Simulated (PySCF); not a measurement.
Species: C5H9O2PS.
Numbering: `[CH3:1][O:2][C:3]1=[C:4]([CH3:5])[P@@:6]1(=[S:7])[CH2:8][OH:9]`

Definitions: NICS(0) = −σiso at the ring centroid; NICS(1) = −σiso and NICS(1)zz = −σzz at ±1 Å along the ring normal z. Level: GIAO HF/pcSseg-1 (PySCF, non-relativistic, gas phase) on the PBE0-D3(BJ)/def2-SVP geometry, one conformer.

Ring bond lengths (Å): C3–C4 1.341, C4–P6 1.777, P6–C3 1.763.

Task: What do the NICS probes read (ppm)?

Result: 
```csv
ring,type,NICS(0),"NICS(1), two faces","NICS(1)zz, two faces",rms pucker (Å),"centre to ring atoms, mean (Å)"
C3–C4–P6,"3-membered ring with P; formal bonds 1 double, 2 single",-24.3,-9.5 / -8.5,-10.4 / -10.0,0.00,0.94
```

Task: What do they say, and how far can they be read as aromaticity?

Result: 
- C3–C4–P6: mean NICS(1)zz -10.2 ppm, shielded. P6 has four or more neighbours, and the NICS criterion for π rings isn't applied. NICS(0) lies 15 ppm below the mean NICS(1).

Task: What is the mean of the two in-plane components of NICS at the second NICS(1) probe listed for ring C3–C4–P6, 1 Å off the ring?

Result: The isotropic value is a third of the trace: (3 × -8.5 − (-10.0))/2 = -7.8 ppm.

Task: Give the inner angles of the rings.

Result: 
- C3–C4–P6: C3 68.3°, C4 67.2°, P6 44.5°; sum 180.0° against 180° for a flat convex ring.

Task: How do the values depend on the level or the medium?

Result: 
```json
{"level": "HF/pcSseg-1, gas", "NICS(0), C3–C4–P6": "-24.3", "mean NICS(1)zz, C3–C4–P6": "-10.2"}
{"level": "PBE0/pcSseg-1, gas", "NICS(0), C3–C4–P6": "-23.2", "mean NICS(1)zz, C3–C4–P6": "-8.9"}
{"level": "PBE0/pcSseg-1, IEF-PCM cyclohexane", "NICS(0), C3–C4–P6": "-23.4", "mean NICS(1)zz, C3–C4–P6": "-9.1"}
{"level": "PBE0/pcSseg-1, IEF-PCM tetrahydrofuran", "NICS(0), C3–C4–P6": "-23.6", "mean NICS(1)zz, C3–C4–P6": "-9.4"}
```

The geometry is the same throughout; the continuum's cavity takes Bondi-type radii × 1.2.

The values belong to the conformer `[CH3:1][O:2][C:3]1=[C:4]([CH3:5])[P@@:6]1(=[S:7])[CH2:8][OH:9]`: C1–O2–C3–C4 178°, C4–P6–C8–O9 -128°, H–O9–C8–P6 -31°.
